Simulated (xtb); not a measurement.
xtb input (GFN2-xTB):

```bash
xtb mol.xyz --gfn 2 --sp --chrg 1 --uhf 0
```
mol.xyz:
```
2

Pb    -0.00000000    -0.00000000    -0.78916918
Br     0.00000000     0.00000000     1.84891064
```

Output:

```
           -------------------------------------------------
          |                Calculation Setup                |
           -------------------------------------------------

           -------------------------------------------------
          |                 G F N 2 - x T B                 |
           -------------------------------------------------

        Reference                      10.1021/acs.jctc.8b01176
      * Hamiltonian:
        H0-scaling (s, p, d)           1.850000    2.230000    2.230000
        zeta-weighting                 0.500000
      * Dispersion:
        s8                             2.700000
        a1                             0.520000
        a2                             5.000000
        s9                             5.000000
      * Repulsion:
        kExp                           1.500000    1.000000
        rExp                           1.000000
      * Coulomb:
        alpha                          2.000000
        third order                    shell-resolved
        anisotropic                    true
        a3                             3.000000
        a5                             4.000000
        cn-shift                       1.200000
        cn-exp                         4.000000
        max-rad                        5.000000

          ...................................................
          :                      SETUP                      :
          :.................................................:
          :  # basis functions                  14          :
          :  # atomic orbitals                  13          :
          :  # shells                            5          :
          :  # electrons                        10          :
          :  max. iterations                   250          :
          :  Hamiltonian                  GFN2-xTB          :
          :  restarted?                      false          :
          :  GBSA solvation                  false          :
          :  PC potential                    false          :
          :  electronic temp.          300.0000000     K    :
          :  accuracy                    1.0000000          :
          :  -> integral cutoff          0.2500000E+02      :
          :  -> integral neglect         0.1000000E-07      :
          :  -> SCF convergence          0.1000000E-05 Eh   :
          :  -> wf. convergence          0.1000000E-03 e    :
          :  Broyden damping             0.4000000          :
          :  net charge                          1          :
          :  unpaired electrons                  0          :
          ...................................................

 iter      E             dE          RMSdq      gap      omega  full diag
   1     -5.9279480 -0.592795E+01  0.152E+01    4.67       0.0  T
   2     -5.9524595 -0.245116E-01  0.172E+01    1.98       1.0  T
   3     -6.0044235 -0.519640E-01  0.138E+01    2.51       1.0  T
   4     -5.5364112  0.468012E+00  0.198E+01    1.60       1.0  T
   5     -6.0028366 -0.466425E+00  0.305E+00    2.56       1.0  T
   6     -6.0037771 -0.940477E-03  0.171E+00    2.50       1.0  T
   7     -6.0046671 -0.890053E-03  0.690E-01    2.44       1.0  T
   8     -6.0049579 -0.290835E-03  0.293E-01    2.38       1.0  T
   9     -6.0049567  0.121748E-05  0.769E-02    2.38       1.0  T
  10     -6.0049594 -0.271248E-05  0.538E-02    2.37       1.3  T
  11     -6.0049588  0.618489E-06  0.334E-02    2.37       2.1  T
  12     -6.0049594 -0.567271E-06  0.219E-02    2.37       3.2  T
  13     -6.0049595 -0.120755E-06  0.876E-03    2.37       8.1  T
  14     -6.0049595 -0.354777E-07  0.306E-04    2.37     231.4  T
  15     -6.0049595 -0.110747E-10  0.528E-05    2.37    1338.9  T

   *** convergence criteria satisfied after 15 iterations ***

         #    Occupation            Energy/Eh            Energy/eV
      -------------------------------------------------------------
         1        2.0000           -1.1119249             -30.2570
         2        2.0000           -1.0113636             -27.5206
         3        2.0000           -0.6431341             -17.5006
         4        2.0000           -0.6217272             -16.9181
         5        2.0000           -0.6217272             -16.9181 (HOMO)
         6                         -0.5346262             -14.5479 (LUMO)
         7                         -0.5346262             -14.5479
         8                         -0.3608313              -9.8187
         9                         -0.1530677              -4.1652
        10                         -0.1530677              -4.1652
       ...                                ...                  ...
        13                         -0.0462221              -1.2578
      -------------------------------------------------------------
                  HL-Gap            0.0871011 Eh            2.3701 eV
             Fermi-level           -0.5781767 Eh          -15.7330 eV

 SCC (total)                   0 d,  0 h,  0 min,  0.004 sec
 SCC setup                      ...        0 min,  0.000 sec (  4.196%)
 Dispersion                     ...        0 min,  0.000 sec (  1.037%)
 classical contributions        ...        0 min,  0.000 sec (  0.731%)
 integral evaluation            ...        0 min,  0.001 sec ( 15.016%)
 iterations                     ...        0 min,  0.002 sec ( 60.727%)
 molecular gradient             ...        0 min,  0.001 sec ( 13.388%)
 printout                       ...        0 min,  0.000 sec (  4.433%)

         :::::::::::::::::::::::::::::::::::::::::::::::::::::
         ::                     SUMMARY                     ::
         :::::::::::::::::::::::::::::::::::::::::::::::::::::
         :: total energy              -6.004250419687 Eh    ::
         :: gradient norm              0.037628490392 Eh/a0 ::
         :: HOMO-LUMO gap              2.370140641202 eV    ::
         ::.................................................::
         :: SCC energy                -6.004959539971 Eh    ::
         :: -> isotropic ES            0.161759192769 Eh    ::
         :: -> anisotropic ES          0.002703659949 Eh    ::
         :: -> anisotropic XC          0.001236767775 Eh    ::
         :: -> dispersion             -0.000945678779 Eh    ::
         :: repulsion energy           0.000709120284 Eh    ::
         :: add. restraining           0.000000000000 Eh    ::
         :: total charge               1.000000000000 e     ::
         :::::::::::::::::::::::::::::::::::::::::::::::::::::

           -------------------------------------------------
          |                Property Printout                |
           -------------------------------------------------

    * Orbital Energies and Occupations

         #    Occupation            Energy/Eh            Energy/eV
      -------------------------------------------------------------
         1        2.0000           -1.1119249             -30.2570
         2        2.0000           -1.0113636             -27.5206
         3        2.0000           -0.6431341             -17.5006
         4        2.0000           -0.6217272             -16.9181
         5        2.0000           -0.6217272             -16.9181 (HOMO)
         6                         -0.5346262             -14.5479 (LUMO)
         7                         -0.5346262             -14.5479
         8                         -0.3608313              -9.8187
         9                         -0.1530677              -4.1652
        10                         -0.1530677              -4.1652
        11                         -0.1443526              -3.9280
        12                         -0.1443526              -3.9280
        13                         -0.0462221              -1.2578
Note: The following floating-point exceptions are signalling: IEEE_DENORMAL
normal termination of xtb
      -------------------------------------------------------------
                  HL-Gap            0.0871011 Eh            2.3701 eV
             Fermi-level           -0.5781767 Eh          -15.7330 eV

     #   Z          covCN         q      C6AA      α(0)
     1  82 Pb       0.871     1.060   508.158    49.893
     2  35 Br       0.871    -0.060   186.510    22.019

 Mol. C6AA /au·bohr⁶  :       1291.104193
 Mol. C8AA /au·bohr⁸  :     151916.473253
 Mol. α(0) /au        :         71.912364

Wiberg/Mayer (AO) data.
largest (>0.10) Wiberg bond orders for each atom

 ---------------------------------------------------------------------------
     #   Z sym  total        # sym  WBO       # sym  WBO       # sym  WBO
 ---------------------------------------------------------------------------
     1  82 Pb   1.565 --     2 Br   1.565
     2  35 Br   1.565 --     1 Pb   1.565
 ---------------------------------------------------------------------------

Topologies differ in total number of bonds
Writing topology from bond orders to xtbtopo.mol

molecular dipole:
                 x           y           z       tot (Debye)
 q only:        0.000       0.000      -1.792
   full:       -0.000      -0.000      -2.595       6.596
molecular quadrupole (traceless):
                xx          xy          yy          xz          yz          zz
 q only:       -0.810       0.000      -0.810       0.000       0.000       1.621
  q+dip:       -0.434       0.000      -0.434      -0.000      -0.000       0.867
   full:        0.685      -0.000       0.685      -0.000      -0.000      -1.370

           -------------------------------------------------
          | TOTAL ENERGY               -6.004250419687 Eh   |
          | GRADIENT NORM               0.037628490392 Eh/α |
          | HOMO-LUMO GAP               2.370140641202 eV   |
           -------------------------------------------------

------------------------------------------------------------------------
------------------------------------------------------------------------
 total:
 SCF:
```

This state (charge 1, singlet) is run at the relaxed geometry of the species with charge 0 and multiplicity 2.
